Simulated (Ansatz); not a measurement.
Start from `SB1CC1Cl` and change one atom or group to get `OB1CC1Cl`.

Ansatz, PBE0-D4/def2-TZVP geometries, multiplicity 1. Each molecule was computed in one conformer, which needn't be the lowest.

```tsv
property	`SB1CC1Cl`
LUMO energy (B3LYP/def2-TZVPP) / eV	-1.57
ideal-gas entropy at 298 K and 1 bar (rigid rotor, harmonic PBE0-D4/def2-TZVP) / J/(mol·K)	329
LUMO energy (ωB97M-V/def2-TZVPP) / eV	0.67
LUMO energy (PBE/def2-TZVPP) / eV	-2.34
size of the dipole moment (PBE/def2-TZVPP) / D	1.49
HOMO energy (PBE0/def2-TZVPP) / eV	-7.25
```

What does the change do to each property? (Estimate.)

Computed: 
```json
{"property": "LUMO energy (B3LYP/def2-TZVPP) / eV", "`OB1CC1Cl`": "-0.95", "shift": "0.62"}
{"property": "ideal-gas entropy at 298 K and 1 bar (rigid rotor, harmonic PBE0-D4/def2-TZVP) / J/(mol·K)", "`OB1CC1Cl`": "315", "shift": "-14"}
{"property": "LUMO energy (ωB97M-V/def2-TZVPP) / eV", "`OB1CC1Cl`": "1.37", "shift": "0.70"}
{"property": "LUMO energy (PBE/def2-TZVPP) / eV", "`OB1CC1Cl`": "-1.75", "shift": "0.59"}
{"property": "size of the dipole moment (PBE/def2-TZVPP) / D", "`OB1CC1Cl`": "1.69", "shift": "0.20"}
{"property": "HOMO energy (PBE0/def2-TZVPP) / eV", "`OB1CC1Cl`": "-7.10", "shift": "0.15"}
```

With PBE0 the HOMO rises by 0.15 eV and the LUMO rises by 0.66 eV, so the gap widens by about 0.51 eV. PBE moves the HOMO by 0.20 eV and ωB97M-V by 0.10 eV. Dipoles are sizes alone; their direction can turn.

B3LYP here is the variant with VWN-RPA as its local correlation; programs differ in this.
